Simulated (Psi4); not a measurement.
# AlN3H6 (SMILES [NH2][Al]([NH2])[NH2]): methods side by side

The species is AlN3H6 (10 atoms), meant as a singlet with charge 0. SMILES: `[NH2][Al]([NH2])[NH2]`. Geometry: optimised at PBE0/def2-TZVP.

Quantity: the HOMO–LUMO gap, in eV. The values are calculated.

```tsv
level	kind	program	value (eV)	CPU time
PBE-D4/def2-TZVPP (density fitting)	GGA	Psi4	4.80	74 s
r2SCAN-D4/def2-TZVPP (density fitting)	meta-GGA	Psi4	5.68	3.9 min
B3LYP-D4/def2-TZVPP (density fitting)	global hybrid	Psi4	6.46	53 s
PBE0-D4/def2-TZVPP (density fitting)	global hybrid	Psi4	7.04	56 s
wB97M-V/def2-TZVPP (density fitting)	range-separated hybrid	Psi4	10.90	4.7 min
```

The values span 4.80 to 10.90 eV. Orbital gaps aren't excitation energies; they tend to grow with the share of exact exchange. CPU times are rough (shared hosts, several kinds of processor and program).
